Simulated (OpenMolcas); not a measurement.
**SbH3 (stibine): the HOMO–LUMO gap, rung by rung**

The species is SbH3 (4 atoms), meant as a singlet with charge 0. As SMILES, `[SbH3]`. The coordinates come from a PBE0-D4/def2-TZVP relaxation.

Each level gives the HOMO–LUMO gap (eV). The values are calculated.

```csv
level,kind,program,value (eV),CPU time
HF/def2-TZVPP (core potential),Hartree–Fock,OpenMolcas,12.33,5.3 s
SVWN5/def2-TZVPP (core potential),LDA,OpenMolcas,5.63,9.5 s
BLYP/def2-TZVPP (core potential),GGA,OpenMolcas,5.58,13 s
PBE/def2-TZVPP (core potential),GGA,OpenMolcas,5.62,13 s
M06-L/def2-TZVPP (core potential),meta-GGA,OpenMolcas,6.00,15 s
TPSS/def2-TZVPP (core potential),meta-GGA,OpenMolcas,5.83,15 s
B3LYP/def2-TZVPP (core potential),global hybrid,OpenMolcas,7.00,12 s
PBE0/def2-TZVPP (core potential),global hybrid,OpenMolcas,7.40,11 s
```

The values span 5.58 to 12.33 eV. Orbital gaps aren't excitation energies; they tend to grow with the share of exact exchange. Times are those of the runs behind each value, whatever else they computed, on shared processors of several kinds: orders of magnitude only.
